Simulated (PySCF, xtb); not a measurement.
# BGaH5N: which of two structures lies lower

We compare X, a singlet given by its coordinates, with Y, `B[NH][GaH2]`, a singlet. Both are isolated molecules in the gas phase, relaxed with B3LYP-D3(BJ)/def2-SVP; the shapes shown needn't be the lowest conformers.

X (Å):

```csv
atom,x (Å),y (Å),z (Å)
B,-1.3130,0.0403,0.2756
Ga,-0.4930,2.2045,0.5600
N,0.0076,0.3831,-0.4884
H,-2.1386,0.9261,-0.0752
H,0.8211,-0.1619,-0.2057
H,-0.0613,0.3432,-1.5045
H,-1.0800,0.3196,1.4826
H,-1.7869,-1.0727,0.1640
```

Close contacts (Å): B1–Ga2 2.33, B1–N3 1.56, Ga2–N3 2.16, B1–H4 1.26, B1–H7 1.26, B1–H8 1.21, Ga2–H4 2.18, Ga2–H7 2.18, N3–H5 1.02, N3–H6 1.02.

Y (Å):

```xyz
8

B    -0.0794   -2.2683    2.0569
Ga   -1.6090   -0.7054    0.1209
N    -0.9696   -2.2391    0.9688
H     0.3323   -1.2241    2.5102
H     0.2698   -3.3252    2.5334
H    -1.2921   -3.1393    0.6182
H    -1.0987    0.6594    0.6782
H    -2.5990   -0.9450   -1.0703
```

**Question.** Estimate which is lower in electronic energy at CCSD(T)/def2-SVP + ΔMP2/def2-TZVPP, and by roughly how much.

**Answer.** CCSD(T)/def2-SVP + ΔMP2/def2-TZVPP gives E(Y) − E(X) = −2.31 kJ/mol, slightly favouring structure Y, which is too small a margin to settle the true order.

Level by level:

```
                             level               geometry  E(Y) − E(X) (kJ/mol)  departure from the last row (kJ/mol)  job, with rough time for the two
             B3LYP-D3(BJ)/def2-SVP  B3LYP-D3(BJ)/def2-SVP                  +14.01                                +16.33                optimisation, 71 s
                       HF/def2-SVP  B3LYP-D3(BJ)/def2-SVP                  −52.07                                −49.76           part of the CCSD(T) run
                      MP2/def2-SVP  B3LYP-D3(BJ)/def2-SVP                  −24.40                                −22.08           part of the CCSD(T) run
                  CCSD(T)/def2-SVP  B3LYP-D3(BJ)/def2-SVP                  −12.08                                 −9.77                      single point
CCSD(T)/def2-SVP + ΔMP2/def2-TZVPP  B3LYP-D3(BJ)/def2-SVP                   −2.31                                                      single point, 50 s
```

The largest departure from CCSD(T)/def2-SVP + ΔMP2/def2-TZVPP is that of HF/def2-SVP, 49.76 kJ/mol. No reliable frequencies are at hand for X, so it isn't confirmed as a minimum. Levels run at GFN2-xTB geometries aren't shown. The last row adds to CCSD(T) the change of the MP2 difference between the two basis sets, here +9.77 kJ/mol.

The correlated steps freeze 11 core orbitals; the filled d shell of Ga is correlated, in a basis made for valence electrons. Run with PySCF 2.14.0, xtb 6.7.1; the last row on 2 threads of Arm Neoverse V1 on a shared host.
